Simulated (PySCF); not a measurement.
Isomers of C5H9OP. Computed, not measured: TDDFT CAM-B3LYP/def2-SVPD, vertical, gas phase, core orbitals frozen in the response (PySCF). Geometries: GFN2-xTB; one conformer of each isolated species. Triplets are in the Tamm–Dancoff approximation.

A. `C[P@]1(=O)C=CCC1`
B. `C/C=C\P1(=O)CC1`
C. `CO/C=P/C1CC1`
D. `CC(=O)P=C(C)C`

Lowest singlet levels (six at most, fewer where fewer were computed) with oscillator strengths:

1. 6.12 eV (f 0.013); 6.43 eV (f 0.006); 7.09 eV (f 0.220); 7.32 eV (f 0.023); 7.45 eV (f 0.034); 7.55 eV (f 0.026); T1 4.36 eV
2. 5.47 eV (f 0.017); 6.05 eV (f 0.022); 6.67 eV (f 0.034); 6.92 eV (f 0.363); 7.31 eV (f 0.031); 7.39 eV (f 0.002); T1 4.21 eV
3. 3.12 eV (f 0.001); 4.59 eV (f 0.227); 4.80 eV (f 0.007); 5.36 eV (f 0.004); 6.15 eV (f 0.083); 6.46 eV (f 0.028); T1 2.42 eV
4. 4.92 eV (f 0.183); 5.11 eV (f 0.005); 5.79 eV (f 0.004); 6.43 eV (f 0.062); 6.67 eV (f 0.001); 6.87 eV (f 0.000); T1 2.65 eV

Question: Which spectrum belongs to which structure?

Answer: 1 = A, 2 = B, 3 = D, 4 = C.
- A: S1 at 6.12 eV, HOMO→LUMO (61%), HOMO-1→LUMO (27%); Löwdin shares by element: HOMO oxygen 48%, carbon 21% or more, phosphorus 13% (atoms not listed hold the other 18%); LUMO carbon 66% or more, phosphorus 6% (atoms not listed hold the other 28%); HOMO -8.86 and LUMO 0.57 eV.
- B: S1 at 5.47 eV, HOMO→LUMO (94%); Löwdin shares by element: HOMO oxygen 37%, carbon 33% or more, phosphorus 18%; LUMO carbon 65% or more, phosphorus 10% (atoms not listed hold the other 25%); HOMO -8.35 and LUMO 0.27 eV.
- C: S1 at 4.92 eV, HOMO→LUMO (96%); Löwdin shares by element: HOMO phosphorus 34%, carbon 33% or more, oxygen 19%; LUMO phosphorus 39%, carbon 38% or more, oxygen 11%; HOMO -7.42 and LUMO 0.19 eV; point group Cs, 1 of its 6 listed states under f = 0.0005.
- D: S1 at 3.12 eV, HOMO→LUMO (87%); Löwdin shares by element: HOMO oxygen 38%, phosphorus 32%, carbon 18% or more; LUMO carbon 45% or more, phosphorus 23%, oxygen 11% (atoms not listed hold the other 21%); HOMO -7.94 and LUMO -0.89 eV.
